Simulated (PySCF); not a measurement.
C3H7 (SMILES [CH2-]CC), charge -1, singlet, geometry from GFN2-xTB (in this run its highest filled SCF level lies above zero, so its values depend strongly on the basis, on diffuse functions most of all); DF-B3LYP/pc-2 (PySCF).

Here is a job for PySCF.
```python
from pyscf import gto, scf, dft

mol = gto.Mole()
mol.atom = '''
    C     0.001860    0.104490    0.566404
    C    -0.001727    1.417715   -0.192030
    C     0.000064   -1.228257   -0.251914
    H    -0.880850    0.061189    1.229917
    H     0.889157    0.062525    1.223858
    H     0.002932   -2.122887    0.388569
    H     0.885480    1.388919   -0.898346
    H    -0.893705    1.387576   -0.892255
    H    -0.884828   -1.271172   -0.890228
    H     0.880630   -1.269840   -0.896272
'''
mol.basis = 'pc-2'
mol.charge = -1
mol.spin = 0
mol.verbose = 4
mol.build()

mf = dft.RKS(mol)
mf.xc = 'b3lyp'
mf = mf.density_fit(auxbasis='def2-universal-jkfit')
mf.kernel()
mf.analyze()
```

It wrote (shortened):

```
PySCF version 2.14.0

[INPUT] verbose = 4
[INPUT] num. atoms = 10
[INPUT] num. electrons = 26
[INPUT] charge = -1
[INPUT] spin (= nelec alpha-beta = 2S) = 0
[INPUT] symmetry False subgroup None
[INPUT] Mole.unit = angstrom
[INPUT] Symbol           X                Y                Z      unit          X                Y                Z       unit  Magmom
[INPUT]  1 C      0.001860000000   0.104490000000   0.566404000000 AA    0.003514890592   0.197457482756   1.070348435858 Bohr   0.0
[INPUT]  2 C     -0.001727000000   1.417715000000  -0.192030000000 AA   -0.003263557017   2.679093072688  -0.362884107700 Bohr   0.0
[INPUT]  3 C      0.000064000000  -1.228257000000  -0.251914000000 AA    0.000120942472  -2.321069340580  -0.476048466944 Bohr   0.0
[INPUT]  4 H     -0.880850000000   0.061189000000   1.229917000000 AA   -1.664565256823   0.115630451836   2.324206285947 Bohr   0.0
[INPUT]  5 H      0.889157000000   0.062525000000   1.223858000000 AA    1.680263211740   0.118155125938   2.312756435358 Bohr   0.0
[INPUT]  6 H      0.002932000000  -2.122887000000   0.388569000000 AA    0.005540676997  -4.011675023400   0.734288990496 Bohr   0.0
[INPUT]  7 H      0.885480000000   1.388919000000  -0.898346000000 AA    1.673314688780   2.624676519205  -1.697627905099 Bohr   0.0
[INPUT]  8 H     -0.893705000000   1.387576000000  -0.892255000000 AA   -1.688857686154   2.622138617019  -1.686117583274 Bohr   0.0
[INPUT]  9 H     -0.884828000000  -1.271172000000  -0.890228000000 AA   -1.672082587347  -2.402166937216  -1.682287108419 Bohr   0.0
[INPUT] 10 H      0.880630000000  -1.269840000000  -0.896272000000 AA    1.664149517076  -2.399649822018  -1.693708613116 Bohr   0.0

nuclear repulsion = 74.9305421185431
number of shells = 33
number of NR pGTOs = 254
number of NR cGTOs = 188
basis = pc-2
ecp = {}

******** <class 'pyscf.df.df_jk.DFRKS'> ********
method = DFRKS
initial guess = minao
damping factor = 0
level_shift factor = 0
DIIS = <class 'pyscf.scf.diis.CDIIS'>
diis_start_cycle = 1
diis_space = 8
diis_damp = 0
SCF conv_tol = 1e-09
SCF conv_tol_grad = None
SCF max_cycles = 50
direct_scf = False
XC library pyscf.dft.libxc version 7.1.2
    S. Lehtola, C. Steigemann, M. J. T. Oliveira, and M. A. L. Marques,  SoftwareX 7, 1–5 (2018)
XC functionals = b3lyp
    P. J. Stephens, F. J. Devlin, C. F. Chabalowski, and M. J. Frisch,  J. Phys. Chem. 98, 11623 (1994)
radial grids:
    Treutler-Ahlrichs [JCP 102, 346 (1995); DOI:10.1063/1.469408] (M4) radial grids

becke partition: Becke, JCP 88, 2547 (1988); DOI:10.1063/1.454033
pruning grids: <function nwchem_prune>
grids dens level: 3
symmetrized grids: False
atomic radii adjust function: <function treutler_atomic_radii_adjust>
small_rho_cutoff = 0
Set gradient conv threshold to 3.16228e-05
Initial guess from minao.
tot grids = 111016
******** <class 'pyscf.df.df.DF'> ********
auxbasis = def2-universal-jkfit
init E= -118.387556827654
  HOMO = -0.225650544784457  LUMO = -0.00699463542595247  gap/eV = 5.94993
cycle= 1 E= -118.36613121967  delta_E= 0.0214  |g|= 0.669  |ddm|= 2.05
  HOMO = 0.178658588434828  LUMO = 0.214847628579006  gap/eV = 0.98475
cycle= 2 E= -117.279939370983  delta_E= 1.09  |g|= 1.58  |ddm|= 18.4
  HOMO = 0.025890361487992  LUMO = 0.181749113700187  gap/eV = 4.24113
cycle= 3 E= -118.485443579562  delta_E= -1.21  |g|= 0.297  |ddm|= 18.3
  HOMO = 0.0553483909319503  LUMO = 0.172140299104136  gap/eV = 3.17807
cycle= 4 E= -118.512272931514  delta_E= -0.0268  |g|= 0.106  |ddm|= 0.558
  HOMO = 0.0639552202572489  LUMO = 0.171356419798625  gap/eV = 2.92254
cycle= 5 E= -118.515833409562  delta_E= -0.00356  |g|= 0.0348  |ddm|= 0.311
  HOMO = 0.0644572816878402  LUMO = 0.173370879643103  gap/eV = 2.96369
cycle= 6 E= -118.516138119119  delta_E= -0.000305  |g|= 0.00726  |ddm|= 0.0741
  HOMO = 0.0638146380973108  LUMO = 0.173445454159856  gap/eV = 2.98321
cycle= 7 E= -118.516148506875  delta_E= -1.04e-05  |g|= 0.00315  |ddm|= 0.0112
  HOMO = 0.0639103065780731  LUMO = 0.173391008863732  gap/eV = 2.97912
cycle= 8 E= -118.516151043123  delta_E= -2.54e-06  |g|= 0.000599  |ddm|= 0.00817
  HOMO = 0.0638936961439089  LUMO = 0.173391486208212  gap/eV = 2.97959
cycle= 9 E= -118.516151143535  delta_E= -1e-07  |g|= 0.000205  |ddm|= 0.00143
  HOMO = 0.0638758398589641  LUMO = 0.173391433480809  gap/eV = 2.98007
cycle= 10 E= -118.516151157  delta_E= -1.35e-08  |g|= 6.08e-05  |ddm|= 0.000637
  HOMO = 0.0638634381739163  LUMO = 0.173392464337539  gap/eV = 2.98044
cycle= 11 E= -118.516151158422  delta_E= -1.42e-09  |g|= 4.91e-06  |ddm|= 0.000239
  HOMO = 0.0638617562880182  LUMO = 0.173392685984593  gap/eV = 2.98049
cycle= 12 E= -118.516151158438  delta_E= -1.65e-11  |g|= 1.45e-06  |ddm|= 4.98e-05
  HOMO = 0.0638623855717864  LUMO = 0.173392574347069  gap/eV = 2.98047
Extra cycle  E= -118.516151158438  delta_E= -1.99e-13  |g|= 2.06e-06  |ddm|= 9.9e-06
converged SCF energy = -118.516151158438
**** SCF Summaries ****
Total Energy =                        -118.516151158438248
Nuclear Repulsion Energy =              74.930542118543087
One-electron Energy =                 -311.406648230624228
Two-electron Energy =                  117.959954953642892
Two-electron Coulomb Energy =          137.002069043308410
DFT Exchange-Correlation Energy =      -19.042114089665525
HOMO-LUMO gap [eV] =                     2.980468247607693
**** MO energy ****
MO #1   energy= -9.98250136044671  occ= 2
MO #2   energy= -9.96793167521474  occ= 2
MO #3   energy= -9.89262035477213  occ= 2
MO #4   energy= -0.568604386457789 occ= 2
MO #5   energy= -0.455091713726272 occ= 2
MO #6   energy= -0.348698807786166 occ= 2
MO #7   energy= -0.258365862405119 occ= 2
MO #8   energy= -0.227586451241221 occ= 2
MO #9   energy= -0.175369333362116 occ= 2
MO #10  energy= -0.174362229425634 occ= 2
MO #11  energy= -0.113191493359553 occ= 2
MO #12  energy= -0.0960454021556512 occ= 2
MO #13  energy= 0.0638623855717864 occ= 2
MO #14  energy= 0.173392574347069  occ= 0
MO #15  energy= 0.199724844773444  occ= 0
MO #16  energy= 0.204842340594284  occ= 0
MO #17  energy= 0.214387130063595  occ= 0
MO #18  energy= 0.243561720223843  occ= 0
MO #19  energy= 0.244719693282462  occ= 0
MO #20  energy= 0.276282742758822  occ= 0
MO #21  energy= 0.29889105931484   occ= 0
 ** Mulliken pop on meta-lowdin orthogonal AOs  **
 ** Mulliken pop  **
 ** Mulliken atomic charges  **
charge of    0C =     -0.15875
charge of    1C =     -0.79317
charge of    2C =     -0.35296
charge of    3H =      0.05526
charge of    4H =      0.05526
charge of    5H =      0.03446
charge of    6H =      0.00929
charge of    7H =      0.00929
charge of    8H =      0.07066
charge of    9H =      0.07066

WARN: System has nonzero charge -1; the dipole moment is origin-dependent.
Location of origin: [0. 0. 0.]

Dipole moment(X, Y, Z, Debye):  0.00468, -5.20134,  0.22237
```
